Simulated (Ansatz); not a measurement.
Species: H₄BFN₂, SMILES `NB(N)F` (charge 0, multiplicity 1).

Give a relaxed geometry from B3LYP-D3(BJ)/def2-TZVP (Ansatz, a quantum-chemistry and plane-wave program).

the end point of this relaxation (outside a Z-matrix the atoms follow the SMILES, hydrogens last).
Z-matrix (Å, degrees):
```
B
F 1 1.3554
N 1 1.4116 2 117.61
H 3 1.0033 1 124.26 2 -179.99
H 3 1.0042 4 114.36 1 -179.98
N 1 1.4116 2 117.61 3 180.00
H 6 1.0033 1 124.26 2 -179.99
H 6 1.0042 7 114.36 1 -179.98
```
